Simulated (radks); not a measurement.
Values are calculated unless marked as measured or tabulated.
All-electron atom: the selenium ion Se10+ in [Ar] 3d6.

Code: a radial shooting solver on a logarithmic mesh with Libxc functionals. Model: scalar-relativistic Kohn-Sham, PBE, spin-polarised, spherical densities, finite nucleus; open shells are filled with parallel spins first; Fermi nuclear charge, rms radius 4.14 fm.

Energy parts (eV):
total: -65046.714
kinetic: 66407.900
electron-nucleus: -150905.545
Hartree: 21632.446
exchange-correlation: -2181.515

Orbitals (lengths in bohr, moments of r in powers of bohr):
| orbital | occ. | eigenvalue (eV) | <1/r> |
|---|---|---|---|
| 1s up | 1 | -12755.72 | 34.56 |
| 1s down | 1 | -12755.71 | 34.56 |
| 2s up | 1 | -1861.721 | 7.633 |
| 2s down | 1 | -1856.736 | 7.648 |
| 2p up | 3 | -1667.810 | 7.474 |
| 2p down | 3 | -1664.090 | 7.486 |
| 3s up | 1 | -444.2104 | 2.619 |
| 3s down | 1 | -436.7137 | 2.602 |
| 3p up | 3 | -382.6661 | 2.494 |
| 3p down | 3 | -375.1591 | 2.475 |
| 3d up | 5 | -282.8064 | 2.287 |
| 3d down | 1 | -274.6607 | 2.268 |

The highest occupied level is 3d down at -274.66 eV. The electron density at the nucleus is 4.029e+04 e/bohr^3 (large components only).
